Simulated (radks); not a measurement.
Q: Calculated with a radial shooting solver on a logarithmic mesh with Libxc functionals: non-relativistic Kohn-Sham, PBE, spin-polarised, spherical densities, point nucleus; open shells are filled with parallel spins first (spin-orbit coupling, left out, can overturn this in heavy ions). Response by self-consistent Sternheimer equations with the Hartree and adiabatic LDA kernel. For heavy and open-shell atoms this level of theory can miss by tens of per cent. Rank Tc, Al2+, Cl, C, Rh3+, Be (NIST ground configurations) by static dipole polarisability, largest first.

A: Tc 90.68, Be 42.66, Cl 15.80, C 13.55, Al2+ 12.78, Rh3+ 4.618 bohr^3.
